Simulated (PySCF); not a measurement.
## Polarisability and C₆ of Nb (niobium, neutral)

[Kr] 4d4 5s1, high-spin 6D determinant. Calculation: PySCF 2.14, in ANO-RCC-VTZP; scalar relativity by spin-free X2C-1e. Coupled (time-dependent) response in atomic units; α is the mean over directions. The basis has no added diffuse functions, which lowers α and C₆.

```
method  mean α (bohr³)         α xx, yy, zz  C₆ (like pair)  S(−4)
   UHF           125.5  124.8, 124.8, 127.0            1481  10270
   PBE           84.67  82.61, 82.61, 88.78           875.6   4677
  PBE0           90.70  89.15, 89.15, 93.81           961.1   5216
```

S(−4) is the Cauchy moment in α(ω) = α(0) + S(−4) ω² + …

Reference α: 98 ± 8 bohr³ (recommended; Schwerdtfeger and Nagle, table of static dipole polarizabilities (2023 update)). Published C₆: 1140 (Gould and Bucko (2016)).

Spin-orbit coupling is absent.

Hartree-Fock lies above the reference because it lacks correlation, which contracts the outer shell.

α(iu) at PBE:

```json
{"u (hartree)": "0", "α(iu) (bohr³)": "84.67"}
{"u (hartree)": "0.0500", "α(iu) (bohr³)": "74.65"}
{"u (hartree)": "0.100", "α(iu) (bohr³)": "56.40"}
{"u (hartree)": "0.200", "α(iu) (bohr³)": "31.93"}
{"u (hartree)": "0.300", "α(iu) (bohr³)": "21.30"}
{"u (hartree)": "0.500", "α(iu) (bohr³)": "12.92"}
{"u (hartree)": "0.750", "α(iu) (bohr³)": "8.587"}
{"u (hartree)": "1.00", "α(iu) (bohr³)": "6.215"}
{"u (hartree)": "1.50", "α(iu) (bohr³)": "3.676"}
{"u (hartree)": "2.00", "α(iu) (bohr³)": "2.407"}
{"u (hartree)": "3.00", "α(iu) (bohr³)": "1.246"}
{"u (hartree)": "5.00", "α(iu) (bohr³)": "0.5082"}
```

A single London oscillator, α(iu) = α/(1 + u²/ω²), gives C₆ = (3/4) ω α². Matching the computed C₆ needs ω = 4 × 875.6 / (3 × 84.67²) = 0.163 hartree.

The components differ because the open shell of this determinant is not spherical; for a pure term their mean is the scalar polarisability.
